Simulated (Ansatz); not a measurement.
In₂P was relaxed with r2SCAN-D4 (def2-TZVP) in Ansatz in these states: neutral doublet, neutral quartet. The geometries follow in no particular order.

In the def2 sets In takes a core potential; there is no spin–orbit coupling.

A:

```
atom   x (Å)   y (Å)   z (Å)
 In1  -1.592  -1.453   0.628
 In2   1.735   0.782  -1.191
  P3  -0.143   0.671   0.563
```

B:

```xyz
3

In   -1.014   -1.076   -0.756
In    1.370   -0.190    0.919
P    -0.356    1.267   -0.163
```

Q: Judge from the bond lengths which geometry belongs to which state (an estimate).

A: A is the neutral doublet (In1–P3 2.572 Å, In2–P3 2.572 Å); B is the neutral quartet (In1–P3 2.505 Å, In2–P3 2.505 Å).

At PBE0-D4/def2-TZVP a doublet lies 1.10 eV below the neutral quartet. These are the stationary points nearest to one start from a short search; other shapes may lie lower in each state.
